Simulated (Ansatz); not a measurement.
A run for Ansatz (a program for electronic structure): U-PBE/def2-TZVPP on H3NSn (SMILES [NH2][SnH]), a point of a bond scan (R = 5.724 Å). Elements past Kr take the def2 small-core potentials; no spin–orbit coupling.

Ansatz 0.2 input:
```yaml
crystal:
  periodic: [false, false, false]
  atoms:
    - {symbol: Sn, position_ang: [-0.11927895, 0.17664945, 0.24401699]}
    - {symbol: H, position_ang: [-1.57007300, 3.99081527, -3.76963085]}
    - {symbol: N, position_ang: [0.67637723, -1.05570039, -1.15735305]}
    - {symbol: H, position_ang: [0.70027728, -0.86642154, -2.14802155]}
    - {symbol: H, position_ang: [1.10168186, -1.94472436, -0.94110888]}
basis:
  gaussian:
    orbitals: def2-TZVPP
hamiltonian:
  xc: {name: PBE}
magnetization: {spin_polarized: true, initial_magnetization: 0}
```

Program output:

```
WARN ansatz: RAYON_NUM_THREADS=1 ignored (pool sized by the plan → 1); use --threads N
Functional definition: PBE
integrals: 0.03 GiB planned
720 factors; their error is unknown
mean field: 0.35 GiB planned
mean field evaluation 1: about -7348.2720 eV, gradient 5.6e1 eV
mean field evaluation 2: about -7251.1819 eV, gradient 1.2e2 eV
mean field evaluation 4: about -7357.2863 eV, gradient 2.4e1 eV
mean field evaluation 8: about -7353.8793 eV, gradient 1.1e1 eV
mean field evaluation 16: about -7365.4300 eV, gradient 2.0e-1 eV
mean field evaluation 32: about -7366.2988 eV, gradient 3.3e-3 eV
mean field evaluation 64: about -7366.2100 eV, gradient 2.2e0 eV
mean field evaluation 96: about -7365.8351 eV, gradient 3.9e0 eV
mean field -7366.29884045 eV, -270.7064893299 hartree, gradient 3.4e-5 eV, S^2 1.003130; 7 other end points of the search recorded, 0 dependent functions left out
reference -7366.29888767 eV, -270.7064910651 hartree; 16, 16 occupied and 107, 107 virtual orbitals, 720 factors
Total energy: -7366.29888767 eV, -270.7064910651 hartree
```

Self-consistency was reached. Its determinant has ⟨S²⟩ = 1.00, a mixture of spin states.

Cost: very roughly 9 core-seconds.
